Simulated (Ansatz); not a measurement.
An input meant for B9N9H24, a nanocrystal cut from wurtzite BN (hydrogen-capped) (charge 0, singlet; with a point charge).

```yaml
crystal:
  periodic: [false, false, false]
  atoms:
    - {symbol: B, position_ang: [-0.001142, -3.012540, -0.839921]}
    - {symbol: N, position_ang: [-0.002242, -2.951377, 0.773939]}
    - {symbol: N, position_ang: [-0.000681, -1.493519, -1.292344]}
    - {symbol: B, position_ang: [-1.305893, -0.753874, -0.822643]}
    - {symbol: B, position_ang: [-0.000971, -1.477244, 1.358549]}
    - {symbol: N, position_ang: [-1.254740, -0.722539, 0.789301]}
    - {symbol: N, position_ang: [-1.292139, 0.745538, -1.294456]}
    - {symbol: B, position_ang: [-2.607774, 1.506063, -0.844139]}
    - {symbol: B, position_ang: [-1.279943, 0.741429, 1.356450]}
    - {symbol: N, position_ang: [-2.555451, 1.478840, 0.769815]}
    - {symbol: B, position_ang: [1.305154, -0.755089, -0.822726]}
    - {symbol: N, position_ang: [1.253833, -0.724191, 0.789238]}
    - {symbol: N, position_ang: [1.292733, 0.744422, -1.294512]}
    - {symbol: B, position_ang: [0.000686, 1.506697, -0.824780]}
    - {symbol: B, position_ang: [1.280997, 0.739709, 1.356382]}
    - {symbol: N, position_ang: [0.000962, 1.448976, 0.787165]}
    - {symbol: B, position_ang: [2.608940, 1.503999, -0.844247]}
    - {symbol: N, position_ang: [2.557675, 1.475059, 0.769701]}
    - {symbol: H, position_ang: [-1.027030, -3.577851, -1.215941]}
    - {symbol: H, position_ang: [1.025316, -3.577900, -1.214315]}
    - {symbol: H, position_ang: [-0.814465, -3.459078, 1.147301]}
    - {symbol: H, position_ang: [0.808064, -3.461247, 1.148484]}
    - {symbol: H, position_ang: [-0.000816, -1.537228, -2.319948]}
    - {symbol: H, position_ang: [-2.312144, -1.334851, -1.217922]}
    - {symbol: H, position_ang: [-0.000884, -1.518365, 2.586866]}
    - {symbol: H, position_ang: [-2.088894, -1.203073, 1.147254]}
    - {symbol: H, position_ang: [-1.328921, 0.765971, -2.322128]}
    - {symbol: H, position_ang: [-3.610284, 0.899096, -1.218234]}
    - {symbol: H, position_ang: [-2.584218, 2.676567, -1.221927]}
    - {symbol: H, position_ang: [-1.316372, 0.763675, 2.584716]}
    - {symbol: H, position_ang: [-3.402465, 1.032488, 1.144224]}
    - {symbol: H, position_ang: [-2.589350, 2.436610, 1.141833]}
    - {symbol: H, position_ang: [2.310994, -1.336729, -1.218066]}
    - {symbol: H, position_ang: [2.087308, -1.205938, 1.147143]}
    - {symbol: H, position_ang: [1.329587, 0.764643, -2.322185]}
    - {symbol: H, position_ang: [0.001057, 2.667972, -1.221927]}
    - {symbol: H, position_ang: [1.317449, 0.761986, 2.584646]}
    - {symbol: H, position_ang: [0.001655, 2.412072, 1.143981]}
    - {symbol: H, position_ang: [3.611027, 0.897238, -1.219795]}
    - {symbol: H, position_ang: [2.585398, 2.674964, -1.220629]}
    - {symbol: H, position_ang: [3.403873, 1.026274, 1.143070]}
    - {symbol: H, position_ang: [2.594106, 2.432327, 1.142744]}
basis:
  gaussian: {orbitals: STO-3G, point_charges: [{charge: -1.00, position_ang: [7.178, 0.122, -0.618]}]}
magnetization: {spin_polarized: true, initial_magnetization: 3}
hamiltonian: {xc: {name: B97}}
scf: {omitted_lower_state_checks: [starts]}
```

```sh
$ ansatz run in.yaml --threads 2 --pin off --events-out ev --progress --plain --max-ram 32768MiB --backend cuda --devices 0, --max-vram 18GiB
```

Output, abridged:

```
Error: a molecule whose nuclei and cores have a total charge of 132 cannot have a net charge of 0 together with 3 unpaired electrons
```

(1) Something in this input is off. What?

## Answers

(1) The number of unpaired electrons doesn't fit the electron count. The input was rejected before any iteration.
